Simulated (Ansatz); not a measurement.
Consider the redistribution: `[CH3][AlH][SiH2][SbH2]` + `CO[SiH3]` → `[SiH3][O][SbH2]` + `[CH3][AlH][SiH2]C`.

Calculated with Ansatz (gas phase, PBE0-D4/def2-TZVP geometries, no zero-point term in ΔE). CBS: MP2 limit from def2 TZ/QZ plus the TZ coupled-cluster correction, frozen cores. Functionals use def2-TZVPP. HSE06 is defined as in plane-wave codes. Elements past krypton have def2 core potentials. For Sb outer-core shells are correlated without core-valence functions, which leaves a few kJ/mol of doubt a bond. One conformer a species, not always the lowest.

Question: Is it downhill or uphill in electronic energy at CCSD(T)/CBS, and by how much? (An estimate is asked.)

Answer: The calculation gave: Downhill: ΔE = -34.2 kJ/mol.

Question: What do these levels give: HSE06-D4, BLYP, CAM-B3LYP, RPA@PBE/def2-TZVPP, SCS-MP2/def2-TZVPP, MP2/def2-QZVPP? (Best estimate.)

Answer: Ansatz gave: HSE06-D4 -17.7, BLYP -46.0, CAM-B3LYP -49.1, RPA@PBE/def2-TZVPP -37.5, SCS-MP2/def2-TZVPP -43.3, MP2/def2-QZVPP -35.0 kJ/mol.

Question: What do rigid-rotor, harmonic-oscillator terms from PBE0-D4/def2-TZVP frequencies (298.15 K, 1 bar) make of the CCSD(T)/CBS value? (An estimate is asked.)

Answer: Computed: ΔZPE = -6.9 kJ/mol, ΔH = -39.1 kJ/mol, ΔS = 55 J/(mol·K), ΔG = -55.5 kJ/mol. Modes under 50 cm⁻¹ make the entropy rough.

Largest T1 diagnostic among the species: 0.014.

The D4 term adds +7.4 kJ/mol with B3LYP and +4.0 kJ/mol with PBE0; it sums over pairs of atoms, weighted by their polarisabilities, and B3LYP, whose exchange is more repulsive, gets the larger term. In def2-TZVPP, CCSD(T) changes the Hartree–Fock value by +28.7 kJ/mol (the triples alone add +5.5 kJ/mol) and MP2 by +29.2 kJ/mol.

B3LYP here is the variant with VWN-RPA as its local correlation; programs differ in this.
